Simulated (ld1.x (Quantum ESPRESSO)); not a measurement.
## copper (Cu): variants of one TM semilocal potential

Base potential:

* Element: copper (Cu)
* Generator: ld1.x (Quantum ESPRESSO) 7.5
* Type: norm-conserving Troullier–Martins (semilocal form)
* Functional: PBE
* Relativity: scalar-relativistic
* Frozen core: [Ne]
* Valence charge: 19
* Reference configuration: 3s2 3p6 3d9 4s0 4p0 (charge +2)
* Partial waves: 3s (bound): rc 1.20 bohr; 3p (bound): rc 1.05 bohr; 3d (bound): rc 1.20 bohr
* Local potential: the d channel
* Core correction: none

Cutoffs, loose and tight: the cutoffs (Ry, on a coarse ladder) from which the occupation-weighted sum of valence levels, in a spherical-Bessel basis at the reference potential, stays within 10 and 1 mRy of its value at 400 Ry. They do not see the model core or the augmentation charge, which bear on the density cutoff. Test errors are all-electron minus pseudo excitation energies from the reference, over the configurations 3s2 3p6 3d10 4s1 4p0; 3s2 3p6 3d10 4s0 4p0; 3s2 3p6 3d8 4s0 4p0; 3s2 3p6 3d9 4s1 4p0; 3s2 3p6 3d9 4s1 4p1; 3s2 3p6 3d10 4s0 4p1; 3s2 3p6 3d10 4s0.5 4p0. A dash means not determined; rows that change the core or the reference have their own tests.

In the semilocal form every listed channel keeps its own potential, so the choice of the local channel does not act on these tests. It acts once the file is put into the separable form.

A semilocal file is local in each channel, so a ghost entry of none says nothing of the separable form that plane-wave codes build from it.

```tsv
change	outcome	cutoff, loose	cutoff, tight	bound ghosts	largest test error (meV)
base	generated	180 Ry	300 Ry	none	+1503
wave 3s (bound): rc 1.20 bohr becomes 3s (bound): rc 1.78 bohr	generated	180 Ry	300 Ry	none	+3012
core [Ar], valence charge 11; reference 3d9 4s0 4p0; waves now 4s (bound): rc 2.00 bohr; 3d (bound): rc 1.10 bohr; 4p (bound): rc 2.00 bohr; local potential the p channel	generated	200 Ry	over 300 Ry	none	-139
core correction a·sin(br)/r model core inside 0.48 bohr	generated	180 Ry	300 Ry	none	+1498
wave 3p (bound): rc 1.05 bohr becomes 3p (bound): rc 0.64 bohr	generated	200 Ry	over 300 Ry	none	+1503
local potential the s channel	generated	180 Ry	300 Ry	none	+1503
```

Task: What comes out with this change to the base: type PAW, which also changes the form from semilocal to separable; waves now 3s (bound): rcut 1.05, rcutus 1.20 bohr; 4s (bound): rcut 1.05, rcutus 1.20 bohr; 3p (bound): rcut 1.00, rcutus 1.05 bohr; 4p (bound): rcut 1.00, rcutus 1.05 bohr; 3d (bound): rcut 1.05, rcutus 1.20 bohr; 3d channel at -1.85 Ry: rcut 1.05, rcutus 1.20 bohr; local potential all-electron potential smoothed inside 1.15 bohr (lloc = -2); core correction a·sin(br)/r model core, default radius (ld1.x builds one for every PAW set, though the input has nlcc=.false.); augmentation PSQ, inside the norm-conserving radii?

Result: outcome: generated; cutoff, loose: 110 Ry; cutoff, tight: 180 Ry; bound ghosts: none; largest test error (meV): +7.4.

Task: What comes out with this change to the base: all radii scaled by about 1.35 (s 1.62, p 1.42, d 1.62 bohr)?

Result: outcome: generated; cutoff, loose: 120 Ry; cutoff, tight: 200 Ry; bound ghosts: none; largest test error (meV): +3127.
